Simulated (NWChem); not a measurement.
Molecule: TaHO2Cl2; SMILES [O]=[Ta]([OH])([Cl])[Cl]

```xyz
6

Ta     0.1279     0.0005     0.0000
O      0.8886     1.5295     0.0000
Cl    -1.1263    -0.1534     1.9341
Cl    -1.1263    -0.1534    -1.9341
O      1.5032    -1.2817     0.0000
H      2.4650    -1.2309     0.0000
```
Atoms are numbered in this order, from 1.

Level: PBE0/def2-SVP with def2 effective core potentials on Ta (NWChem), optimised geometry, unscaled harmonic frequencies. def2 effective core potentials on Ta; no spin-orbit coupling.

```
frequency (cm⁻¹)  IR intensity (km/mol)
----------------  ---------------------
101                                 2.8
138                                 1.5
153                                 0.4
210                                 0.0
240                                23.7
395                                38.0
403                                 9.6
452                               215.2
525                               160.8
753                                91.2
1029                              145.2
3928                              332.3
```

| Quantity | Value |
|---|---|
| zero-point energy | 11.9 kcal/mol |
| thermal correction to the enthalpy at 298.15 K (with zero-point energy) | 17.0 kcal/mol |
| heat capacity Cv | 21.9 cal/(mol K) |
| entropy at 298.15 K and 1 atm (symmetry number 1) | 87.8 cal/(mol K) |

Rigid rotor and harmonic oscillator.
